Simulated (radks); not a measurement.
Species: Tc V. Configuration: [Kr] 4d3.

Method: Dirac Kohn-Sham, PBE, spin-unpolarised, spherical densities, point nucleus; open shells fill j = l - 1/2 first; computed with a radial shooting solver on a logarithmic mesh with Libxc functionals.

Energy parts (eV):
part                       energy
total                 -116542.333
kinetic                121068.762
electron-nucleus      -279804.417
Hartree                 45651.184
exchange-correlation    -3457.861

Orbitals (lengths in bohr, moments of r in powers of bohr):
orbital,occ.,eigenvalue (eV),<r^2>,small-component weight
1s1/2,2,-20905.70,0.001586,2.46e-02
2s1/2,2,-3022.906,0.02632,5.07e-03
2p1/2,2,-2791.108,0.01983,5.08e-03
2p3/2,4,-2672.858,0.02119,4.91e-03
3s1/2,2,-565.5582,0.1974,1.37e-03
3p1/2,2,-476.5056,0.1947,1.32e-03
3p3/2,4,-456.7155,0.2047,1.27e-03
3d3/2,4,-299.2771,0.1889,1.16e-03
3d5/2,6,-295.4706,0.1921,1.14e-03
4s1/2,2,-119.0214,1.231,3.28e-04
4p1/2,2,-92.5369,1.439,2.84e-04
4p3/2,4,-89.4351,1.507,2.73e-04
4d3/2,3,-49.2696,2.397,1.78e-04
4d5/2,0,-48.8823,2.431,1.76e-04

The highest occupied level is 4d3/2 at -49.270 eV. The density falls to 0.001 e/bohr^3 at r = 3.03 bohr. For comparison, the ionisation energy in NIST's Atomic Spectra Database is 57 eV (theoretical). In exact Kohn-Sham theory the highest level is minus the ionisation energy, but local and semilocal functionals leave it too shallow, through self-interaction and a potential that decays too fast; potentials with the right tail come closer.

Beside tabulated values, note that spin-unpolarised runs miss the spin-polarisation part of the exchange energy of open shells.
